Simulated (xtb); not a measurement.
C₇H₈O, charge -1, doublet, at a GFN2-xTB geometry (a state made from the parent by changing its charge; the spin is typed, not shown lowest); GFN1-xTB with GBSA(methanol) (xtb).

Here is a job for xtb.
```
$ xtb mol.xyz --gfn 1 --chrg -1 --uhf 1 --gbsa methanol --json

# file mol.xyz
16

C     -2.77121118     0.23994044    -0.12958900
O     -1.72656556    -0.47586576    -0.69640917
C     -0.41480403    -0.18609183    -0.23796529
C      0.57638089    -0.93693092    -0.84633274
C      1.95745203    -0.72101169    -0.45145035
C      2.23818130     0.22105693     0.51308302
C      1.24591567     0.96727554     1.11675891
C     -0.14392109     0.75840415     0.72765808
H     -3.69040157    -0.11864350    -0.60395580
H     -2.84707108     0.07724334     0.95580377
H     -2.68021740     1.32166249    -0.30819494
H      0.32250921    -1.66874338    -1.60032154
H      2.74106856    -1.30475941    -0.92271470
H      3.27619734     0.38445309     0.81097107
H      1.47210552     1.70835316     1.87621521
H     -0.90962762     1.35150459     1.21049448
```

Question: Write the output that xtb gives for this input, abridged.

Answer: 
```
   ID    Z sym.   atoms
    1    6 C      1, 3-8
    2    8 O      2
    3    1 H      9-16

           -------------------------------------------------
          |                Calculation Setup                |
           -------------------------------------------------

           -------------------------------------------------
          |                 G F N 1 - x T B                 |
           -------------------------------------------------

      * Solvation model:               GBSA
        Solvent                        methanol
        Parameter file                 internal GFN1-xTB/GBSA
        Dielectric constant                3.3600E+01
        Reference state                gsolv [1 M gas/solution]
        Free energy shift                  2.3782E-03 Eh       1.4924E+00 kcal/mol
        Temperature                        2.9815E+02 K
        Density                            7.9200E-01 kg/L
        Solvent mass                       3.2040E+01 g/mol
        Interaction kernel             Still
        Born radius scaling (c1)           1.6509E+00
        Born radii integrator          GBOBC
        Born offset                        7.8003E-02 a0       1.4740E-01 AA
        H-bond correction              true
        Ion screening                  false
        Surface tension                    1.0000E-05 Eh       1.5569E+01 dyn/cm
        Grid points                               230 per atom

          ...................................................
          :                      SETUP                      :
          :.................................................:
          :  # basis functions                  48          :
          :  # atomic orbitals                  48          :
          :  # shells                           32          :
          :  # electrons                        43          :
          :  # halogen bonds                     0          :
          :  max. iterations                   250          :
          :  Hamiltonian                  GFN1-xTB          :
          :  restarted?                      false          :
          :  GBSA solvation                   true          :
          :  PC potential                    false          :
          :  electronic temp.          300.0000000     K    :
          :  accuracy                    1.0000000          :
          :  -> integral cutoff          0.2500000E+02      :
          :  -> integral neglect         0.1000000E-07      :
          :  -> SCF convergence          0.1000000E-05 Eh   :
          :  -> wf. convergence          0.2000000E-04 e    :
          :  Broyden damping             0.4000000          :
          :  net charge                         -1          :
          :  unpaired electrons                  1          :
          ...................................................

 iter      E             dE          RMSdq      gap      omega  full diag
   1    -24.3065171 -0.243065E+02  0.975E+00    1.10       0.0  T
   2    -24.3565895 -0.500724E-01  0.579E+00    0.66       1.0  T
   3    -24.3566185 -0.290211E-04  0.867E-01    0.69       1.0  T
   4    -24.3591832 -0.256469E-02  0.825E-02    0.65       1.0  T
   5    -24.3592698 -0.866162E-04  0.237E-02    0.67       1.1  T
   6    -24.3592726 -0.281399E-05  0.624E-03    0.67       4.0  T
   7    -24.3592728 -0.217105E-06  0.141E-03    0.67      17.8  T
   8    -24.3592728 -0.395620E-08  0.431E-04    0.67      58.0  T
   9    -24.3592728 -0.682761E-09  0.986E-05    0.67     253.6  T
  10    -24.3592728 -0.618279E-10  0.180E-05    0.67    1390.7  T

   *** convergence criteria satisfied after 10 iterations ***

         :::::::::::::::::::::::::::::::::::::::::::::::::::::
         ::                     SUMMARY                     ::
         :::::::::::::::::::::::::::::::::::::::::::::::::::::
         :: total energy             -24.038621928209 Eh    ::
         :: total w/o Gsasa/hb       -24.033590280968 Eh    ::
[...]
        24                         -0.1198496              -3.2613
        25                         -0.0692667              -1.8848
        26                         -0.0664453              -1.8081
        27                         -0.0575124              -1.5650
        28                         -0.0560930              -1.5264
        29                         -0.0509041              -1.3852
        30                         -0.0402308              -1.0947
        31                         -0.0276158              -0.7515
        32                         -0.0129094              -0.3513
        33                          0.0838406               2.2814
       ...                                ...                  ...
        48                          0.7110744              19.3493
      -------------------------------------------------------------
                  HL-Gap            0.0244825 Eh            0.6662 eV
             Fermi-level           -0.2337367 Eh           -6.3603 eV

  Mulliken/CM5 charges         n(s)   n(p)   n(d)
     1C     0.18102  0.06282   0.961  2.858  0.000
     2O    -0.49201 -0.58081   1.695  4.797  0.000
     3C     0.22044  0.23313   1.029  2.750  0.000
     4C    -0.21415 -0.26436   1.025  3.189  0.000
     5C    -0.15570 -0.21081   1.027  3.129  0.000
     6C    -0.05772 -0.11235   1.045  3.013  0.000
     7C    -0.16049 -0.21579   1.025  3.135  0.000
     8C    -0.21991 -0.27184   1.030  3.190  0.000
     9H     0.01662  0.07692   0.983  0.000  0.000
    10H     0.00853  0.06741   0.991  0.000  0.000
    11H     0.00853  0.06741   0.991  0.000  0.000
    12H    -0.02310  0.03603   1.023  0.000  0.000
    13H    -0.03296  0.02233   1.033  0.000  0.000
    14H    -0.03168  0.02339   1.032  0.000  0.000
    15H    -0.03135  0.02388   1.031  0.000  0.000
    16H    -0.01608  0.04262   1.016  0.000  0.000

Wiberg/Mayer (AO) data.
largest (>0.10) Wiberg bond orders for each atom

 ---------------------------------------------------------------------------
     #   Z sym  total        # sym  WBO       # sym  WBO       # sym  WBO
 ---------------------------------------------------------------------------
     1   6 C    3.927 --     9 H    0.982    11 H    0.978    10 H    0.978
                             2 O    0.965
     2   8 O    2.045 --     1 C    0.965     3 C    0.923
     3   6 C    3.875 --     8 C    1.432     4 C    1.399     2 O    0.923
     4   6 C    3.851 --     3 C    1.399     5 C    1.210    12 H    0.979
                             8 C    0.116
     5   6 C    3.887 --     6 C    1.463     4 C    1.210    13 H    0.979
                             7 C    0.135
     6   6 C    3.993 --     5 C    1.463     7 C    1.450    14 H    0.973
     7   6 C    3.870 --     6 C    1.450     8 C    1.196    15 H    0.979
                             5 C    0.135
     8   6 C    3.867 --     3 C    1.432     7 C    1.196    16 H    0.973
                             4 C    0.116
     9   1 H    1.021 --     1 C    0.982
    10   1 H    1.017 --     1 C    0.978
    11   1 H    1.017 --     1 C    0.978
    12   1 H    1.007 --     4 C    0.979
    13   1 H    1.007 --     5 C    0.979
    14   1 H    1.009 --     6 C    0.973
    15   1 H    1.007 --     7 C    0.979
    16   1 H    1.004 --     8 C    0.973
 ---------------------------------------------------------------------------

Topologies differ in total number of bonds
Writing topology from bond orders to xtbtopo.mol

 dipole moment from electron density (au)
     X       Y       Z
  -1.6327   0.5118   0.2884  total (Debye):    4.410

           -------------------------------------------------
          | TOTAL ENERGY              -24.038621928209 Eh   |
          | GRADIENT NORM               0.032317582900 Eh/α |
          | HOMO-LUMO GAP               0.666201803759 eV   |
           -------------------------------------------------

normal termination of xtb
```
